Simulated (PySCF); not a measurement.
Compound: CH6GaN.
Numbering: `[CH3:1][NH:2][GaH2:3]` (hydrogens: H4, H5, H6 on C1; H7 on N2; H8, H9 on Ga3)

Computed, not measured: core-valence-separated Tamm–Dancoff BHandHLYP/aug-pcX-1 (pcseg-1 on H, def2-SVPD on Ga) in PySCF, non-relativistic, gas phase, PBE0-D3(BJ)/def2-SVP geometry. BHandHLYP without relativity tends to put these K edges a few eV too low, so spacings mean more than positions.

Question: Give energies, oscillator strengths and core holes at the N K edge.

Answer: 
| E (eV) | f | core hole on | main final orbital |
| --- | --- | --- | --- |
| 397.93 | 0.0230 | N2 | LUMO (91 %) |
| 399.24 | 0.0095 | N2 | LUMO+1 (46 %) |
| 400.23 | 0.0250 | N2 | LUMO+5 (51 %) |
| 400.84 | 0.0046 | N2 | LUMO+2 (32 %) |
| 401.33 | 0.0034 | N2 | LUMO+3 (53 %) |
| 401.56 | 0.0006 | N2 | LUMO+4 (57 %) |
| 401.68 | 0.0005 | N2 | LUMO+6 (83 %) |

The first line with a tenth or more of the strongest one's intensity is at 397.93 eV (f = 0.023), with the hole on N2 (nitrogen bonded to C, Ga and H). The strongest listed is at 400.23 eV (f = 0.025; N2).

Question: List the carbon K-edge absorption lines.

Answer: 
| E (eV) | f | core hole on | main final orbital |
| --- | --- | --- | --- |
| 285.93 | 0.0025 | C1 | LUMO (95 %) |
| 286.02 | 0.0121 | C1 | LUMO+1 (67 %) |
| 286.75 | 0.0062 | C1 | LUMO+2 (72 %) |
| 286.87 | 0.0307 | C1 | LUMO+4 (53 %) |
| 287.03 | 0.0324 | C1 | LUMO+6 (66 %) |
| 288.01 | 0.0018 | C1 | LUMO+3 (58 %) |
| 288.15 | 0.0014 | C1 | LUMO+5 (85 %) |

The first line with a tenth or more of the strongest one's intensity is at 286.02 eV (f = 0.012), with the hole on C1 (N-methyl carbon). The strongest listed is at 287.03 eV (f = 0.032; C1).

Roots within 0.03 eV whose holes lie on the same, on equivalent or on shared atoms are summed into one line, and the highest roots are left out, as the search may have cut off their partners. Final orbitals are the ground state's empty Kohn–Sham orbitals.

Question: What length of transition dipole belongs to the line at 397.93 eV?

Answer: From f = (2/3) ΔE |μ|² in atomic units, with ΔE = 14.624 Eh and f = 0.0230: |μ| = 0.049 au = 0.12 D.

The ionisation thresholds weren't computed; near and above them a finite basis only mimics Rydberg series and continuum. The BHandHLYP/aug-pcX-1 (pcseg-1 on H, def2-SVPD on Ga) calculation is non-relativistic and has no spin–orbit coupling, an omission that weighs most on gallium.
